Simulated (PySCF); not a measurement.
Spinor energies of Yb (ytterbium, neutral)

Start: [Xe] 4f14 6s2. Calculated with PySCF 2.14 in x2c-TZVPall-2c with one added diffuse shell each of s, p, d, f type (12s12p11d5f1g, 147 functions): generalised Hartree-Fock with the X2C-1e Hamiltonian and a Gaussian nucleus; one run each with spin-orbit coupling (SO) switched off, then screened by Boettger's factors.

```
spinor shell  electrons  ε, spin-free (eV)  ε, screened SO (eV)  weight of nominal j (screened SO)  rms radius, screened SO (bohr)
       1s1/2          2           -61647.5             -61632.2                              1.000                          0.0223
       2s1/2          2           -10576.9             -10572.3                              1.000                          0.0901
       2p1/2          2            -9320.6             -10064.6                              1.000                          0.0768
       2p3/2          4            -9320.6              -9012.2                              1.000                          0.0838
       3s1/2          2            -2440.3              -2438.9                              1.000                           0.231
       3p1/2          2            -2054.6              -2215.0                              1.000                           0.222
       3p3/2          4            -2054.6              -1987.3                              1.000                           0.237
       3d3/2          4            -1581.5              -1610.5                              1.000                           0.210
       3d5/2          6            -1581.5              -1561.1                              1.000                           0.214
       4s1/2          2            -507.89              -507.58                              1.000                           0.519
       4p1/2          2            -378.88              -415.58                              1.000                           0.531
       4p3/2          4            -378.88              -363.54                              1.000                           0.563
       4d3/2          4            -205.88              -211.73                              1.000                           0.599
       4d5/2          6            -205.88              -201.84                              1.000                           0.611
       5s1/2          2            -66.356              -66.328                              1.000                            1.31
       5p1/2          2            -34.029              -38.629                              1.000                            1.49
       5p3/2          4            -34.029              -32.154                              1.000                            1.61
       4f5/2          6            -13.852              -14.718                              1.000                           0.857
       6s1/2          2             -5.345               -5.349                              1.000                            4.54
```

(1) Where does 4f7/2 lie, and what is the 4f spin-orbit splitting (screened SO)?

```tsv
quantity	spin-free	screened SO
E (hartree)	-14049.14447	-14062.29241
M_J	0	0
⟨J²⟩	0.000	0.000
⟨L²⟩	0.000	0.108
⟨S²⟩	0.000	0.108
```

Breit and QED terms are absent; they matter most for the inner s and p1/2 levels.

Densities and radii are taken from the X2C orbitals without a picture-change correction, which distorts them close to the nucleus.

Without spin-orbit coupling the j labels of p, d and f shells carry no meaning; the spin-free column gives the mean over the occupied spinors of each nl shell.

Results:

(1) At -13.092 eV, 1.626 eV above 4f5/2.
